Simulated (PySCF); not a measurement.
In(F)(Br)(NH2) (BrFH2InN), SMILES [NH2][In]([F])[Br].

Coordinates come from a PBE0-D3(BJ)/def2-SVP optimisation. The structure was generated by enumeration; whether it is a known compound was not checked. The def2 effective core potentials stand for the cores of In; spin–orbit coupling is left out. Other conformers were not sampled.

Level of theory: PySCF with PBE/def2-TZVP.

Isolated molecule, no solvent.

```
Property                                                                                                       Result
---------------------------------------------------------------------------------------------  ----------------------
total energy                                                                                      -2919.71100 hartree
highest occupied level                                                                                       -6.76 eV
lowest empty level                                                                                           -3.18 eV
orbital gap                                                                                                   3.58 eV
dipole moment                                                                                                  3.19 D
quadrupole, principal values (traceless, Buckingham form, about the centre of nuclear charge)  -9.18, -0.52, 9.70 D·Å
mean static polarisability                                                                       64.3 bohr³ (9.53 Å³)
polarisability, principal values                                                               45.8, 60.5, 86.6 bohr³
```
